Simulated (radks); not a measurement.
Spherical jellium clusters: N electrons in a uniform positive sphere of charge N and radius rs N^(1/3), rs = 2.46 bohr. Method: non-relativistic Kohn-Sham, PBE, spin-polarised, spherical densities; computed with a radial shooting solver with Libxc functionals. Levels are named by radial order and angular momentum (1s, 1p, 1d, 2s, ...), and open shells are averaged over m.

N = 5, configuration 1s2 1p(up 3, down 0). This is the lowest configuration that the search found. Occupied and some empty levels:

level,occupation,eigenvalue (eV),<r> (bohr)
1s up,1,-7.5839,3.123
1s down,1,-6.4398,2.937
1p up,3,-4.0114,4.131
1p down,0,-2.4945,4.249
2s up,0,-0.94986,7.458
1d up,0,-0.59629,6.243

Energy (eV): total -4.55446, kinetic 19.352, external -178.44, Hartree 83.091, exchange-correlation -25.585, background 97.032.
